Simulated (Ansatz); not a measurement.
Abridged output of a molecular run in Ansatz:

```
Functional definition: HF
1756 factors; integrals over basis functions are off by at most 1.1e-3 eV
mean field evaluation 1: about -15904.4064 eV, gradient 5.3e1 eV
mean field evaluation 2: about -15904.6434 eV, gradient 5.3e1 eV
mean field evaluation 4: about -15910.1135 eV, gradient 4.2e0 eV
mean field evaluation 8: about -15910.1815 eV, gradient 3.2e-1 eV
mean field -15910.18178762 eV, -584.6883963866 hartree, gradient 2.8e-6 eV, S^2 0.000000; 0 other end points of the search recorded, 0 dependent functions left out
10 core orbitals not correlated: weight in the atoms' cores, before any rotation towards them, 1.000 or more for the frozen orbitals, at most 0.000 for the correlated occupied ones
reference -15910.18178762 eV, -584.6883963866 hartree; 18, 18 occupied and 267, 267 virtual orbitals, 1756 factors
second order -29.55238420 eV of doubles, -0.00000000 eV of singles
cycle   1  -29.92510546 eV  change   -3.7e-1 eV  update   1.1e-1
cycle   2  -30.56212130 eV  change   -6.4e-1 eV  update   3.0e-2
cycle   3  -30.70054840 eV  change   -1.4e-1 eV  update   1.5e-2
cycle   4  -30.68595570 eV  change    1.5e-2 eV  update   3.2e-3
cycle   5  -30.68457936 eV  change    1.4e-3 eV  update   1.3e-3
cycle   6  -30.68519313 eV  change   -6.1e-4 eV  update   3.7e-4
cycle   7  -30.68496410 eV  change    2.3e-4 eV  update   1.2e-4
cycle   8  -30.68490293 eV  change    6.1e-5 eV  update   3.8e-5
cycle   9  -30.68491142 eV  change   -8.5e-6 eV  update   1.6e-5
perturbative correction -1.06026151 eV, -0.0389638919 hartree
Total energy: -15941.92696055 eV, -585.8550099741 hartree
```

Its atoms:

Cartesian coordinates in Å:
```
C -1.6564 -0.7902 -1.5788
Si -1.1708 -0.2865 0.1406
O 0.4280 0.1353 0.1020
B 1.2864 0.5790 1.0580
N 2.6224 0.8730 0.7665
F 0.8477 0.7424 2.3199
H -1.0596 -1.6397 -1.9186
H -1.5116 0.0339 -2.2811
H -2.7099 -1.0809 -1.6073
H -1.9806 0.8742 0.5980
H -1.3650 -1.4116 1.0938
H 3.2660 1.2012 1.4624
H 3.0035 0.7699 -0.1554
```

Problem. Which basis set was used?
A. def2-TZVPPD
B. def2-SVPD
C. def2-TZVPP
D. def2-SVP

Solution. C. It gives 295 functions.

Problem. Write the keys of the input that set method, charge and spin (a neutral closed shell needs none for the last two).

Solution. 
```yaml
correlation: {method: ccsd_t}
```
